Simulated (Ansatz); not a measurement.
Geometry optimisation, Ansatz, RKS PBE/6-31G*.

The input (input.yaml):

```yaml
crystal:
  periodic: [false, false, false]
  atoms:
    - { symbol: Si, position_ang: [-0.53181, -0.114958, -0.545509] }
    - { symbol: H, position_ang: [0.415043, 0.389806, 1.906281] }
    - { symbol: "N", position_ang: [1.186604, -0.1739, -0.297749] }
    - { symbol: H, position_ang: [1.612468, -0.951523, 0.208045] }
    - { symbol: H, position_ang: [1.690392, 0.694898, -0.120253] }
    - { symbol: H, position_ang: [-0.742651, 1.13758, -1.338492] }
    - { symbol: "N", position_ang: [-0.858209, -1.687052, -1.219333] }
    - { symbol: H, position_ang: [-1.823161, -1.933454, -1.440725] }
    - { symbol: H, position_ang: [-0.221184, -2.03331, -1.937611] }
    - { symbol: O, position_ang: [-1.669092, 0.081579, 0.676794] }
    - { symbol: H, position_ang: [-1.750299, -0.714114, 1.238756] }
    - { symbol: H, position_ang: [-0.182401, 0.54525, 2.263396] }
basis:
  gaussian: { orbitals: "6-31G*" }
hamiltonian:
  xc: pbe
relax:
  f_tol: 0.03
  max_steps: 50
```

Launched with:

```bash
$ ansatz run input.yaml --threads 1 --pin off --max-ram 2048MiB --backend cpu --events-out ev --progress --plain --runs-dir out
```

Where does it end, and by what steps?

The run converged. The force dipped under the threshold on the way, but the program's further checks kept it going. After 17 steps the energy has fallen by 0.335 eV; H12 moved furthest, 1.15 Å.

| step | energy less start (eV) | largest force component (eV/Å) | accepted |
| --- | --- | --- | --- |
| 0 | 0.0000 | 1.451 | yes |
| 1 | -0.1719 | 0.242 | yes |
| 2 | -0.2438 | 0.137 | yes |
| 3 | -0.2846 | 0.145 | yes |
| 4 | -0.3009 | 0.120 | yes |
| 5 | -0.3013 | 0.214 | yes |
| 6 | -0.3090 | 0.122 | yes |
| 7 | -0.3101 | 0.522 | yes |
| 8 | -0.3200 | 0.091 | yes |
| 9 | -0.3187 | 0.699 | no |
| 10 | -0.3236 | 0.048 | yes |
| 11 | -0.3144 | 0.964 | no |
| 12 | -0.3278 | 0.082 | yes |
| 13 | -0.3312 | 0.080 | yes |
| 14 | -0.3336 | 0.062 | yes |
| 15 | -0.3350 | 0.013 | yes |
| 16 | -0.3340 | 0.247 | no |
| 17 | -0.3352 | 0.008 | yes |

```xyz
12
Properties=species:S:1:pos:R:3
Si -0.604 -0.145 -0.785
H 0.388 0.453 2.437
N 1.075 -0.115 -0.354
H 1.463 -0.838 0.253
H 1.533 0.783 -0.196
H -0.791 1.006 -1.724
N -0.855 -1.784 -1.313
H -1.800 -2.074 -1.563
H -0.175 -2.177 -1.966
O -1.782 0.172 0.374
H -1.841 -0.530 1.052
H 0.515 0.490 3.178
```

Whether the end is a true minimum wasn't checked by a vibrational analysis.

Run time: 55 s on 1 thread of Arm Neoverse V2, on a shared host, peak memory 0.12 GiB.
